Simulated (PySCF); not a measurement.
Exercise with solution: oscillator strength and radiative lifetime

C₂H₅FO₂Si, SMILES CC(=O)O[SiH2]F.

Geometry optimised at B3LYP-D3(BJ)/def2-SVP. One conformer was computed; it need not be the lowest.

TDA-PBE/def2-SVPD (PySCF) puts the first singlet state with f over 0.02 at 6.48 eV (vertical), with the transition dipole (0.138, -0.354, 0.000) in atomic units.

### Question
Find the oscillator strength, the wavelength and the radiative lifetime that this transition would have in vacuum if emission retraced absorption.

### Answer

|μ|² = 0.1444 au, so |μ| = 0.97 D. ΔE = 6.48/27.211 = 0.2381 hartree. f = (2/3) ΔE |μ|² = 0.023 (the program prints 0.023).
λ = 1239.84/6.48 = 191 nm; ν = 52265 cm⁻¹.
Einstein's coefficient A = 0.6670 ν² f s⁻¹ (ν in cm⁻¹) = 4.2e7 s⁻¹, so τ = 1/A = 24 ns. This state is S3; the lower singlets have f = 0.001, 0.005. The figure is the radiative limit of this one transition; relaxation, internal conversion, crossing to triplets and a medium change what is measured.
